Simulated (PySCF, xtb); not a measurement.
**Relative energy of two isomers of H5NO2Si**

Structure a: `[NH3+][Si@H-](=O)O`, a singlet. Structure b: `N[SiH](O)O`, a singlet. Both are isolated molecules in the gas phase, relaxed with B3LYP/6-31G*; the shapes shown needn't be the lowest conformers.

a (Å):

```yaml
atoms:
  - { symbol: N, position_ang: [-1.2350, 0.6890, 0.3140] }
  - { symbol: O, position_ang: [-2.9481, 2.4749, 1.6896] }
  - { symbol: O, position_ang: [-0.1622, 2.4115, 2.1403] }
  - { symbol: Si, position_ang: [-1.6640, 1.6872, 2.0127] }
  - { symbol: H, position_ang: [-0.2393, 0.7284, 0.0900] }
  - { symbol: H, position_ang: [-1.5362, -0.2867, 0.3315] }
  - { symbol: H, position_ang: [-1.7636, 1.1745, -0.4143] }
  - { symbol: H, position_ang: [-1.5965, 0.5005, 2.9065] }
  - { symbol: H, position_ang: [-0.2201, 3.3767, 2.0806] }
```

b (Å):

```xyz
9

N    -0.2099    0.9987    2.3207
O    -2.8114    1.1131    1.1688
O    -0.8699    2.4562    0.0426
Si   -1.1749    1.0592    0.8963
H    -0.4064    1.6131    3.1029
H     0.1113    0.0945    2.6456
H    -0.8222   -0.1726    0.1508
H    -3.2652    1.8405    0.7198
H     0.0552    2.7380    0.0646
```

Estimate which is lower in electronic energy at CCSD(T)/def2-SVP + ΔMP2/def2-TZVPP, and by roughly how much.

The CCSD(T)/def2-SVP + ΔMP2/def2-TZVPP calculation puts structure b lower, by 27.1 kcal/mol.

How the difference moves with the method:

```csv
level,geometry,E(b) − E(a) (kcal/mol),departure from the last row (kcal/mol),"job, with rough time for the two"
GFN2-xTB,GFN2-xTB,−13.1,+14.0,"optimisation, 1.2 s"
HF/STO-3G,GFN2-xTB,−79.2,−52.1,"single point, 4 s"
r2SCAN-D4/def2-SVP,GFN2-xTB,−30.4,−3.3,"single point, 32 s"
B3LYP/6-31G*,B3LYP/6-31G*,−22.1,+5.0,"optimisation, 6 min"
HF/def2-SVP,B3LYP/6-31G*,−34.2,−7.1,part of the CCSD(T) run
MP2/def2-SVP,B3LYP/6-31G*,−25.4,+1.7,part of the CCSD(T) run
CCSD(T)/def2-SVP,B3LYP/6-31G*,−26.1,+1.0,single point
CCSD(T)/def2-SVP + ΔMP2/def2-TZVPP,B3LYP/6-31G*,−27.1,,"single point, 1.7 min"
```

As drawn, b has 1 O–Si, 1 O–H in place of 1 O=Si, 1 N–H.

None of the levels shown reverses the order. The largest departure from CCSD(T)/def2-SVP + ΔMP2/def2-TZVPP is that of HF/STO-3G, 52.1 kcal/mol. The last row adds to CCSD(T) the change of the MP2 difference between the two basis sets, here −1.0 kcal/mol.

With thermal terms from frequencies at re-optimised GFN2-xTB minima (ideal gas, soft modes damped towards free rotors, one conformer each, 298.15 K, 1 atm): the zero-point term adds −0.8 kcal/mol; ΔH is −28.1 and ΔG −27.2 kcal/mol.

The correlated steps freeze 8 core orbitals. Mirror images aren't counted in ΔG. Programs: PySCF 2.14.0, xtb 6.7.1; the last row on 2 threads of AMD EPYC 7571 on a shared host.
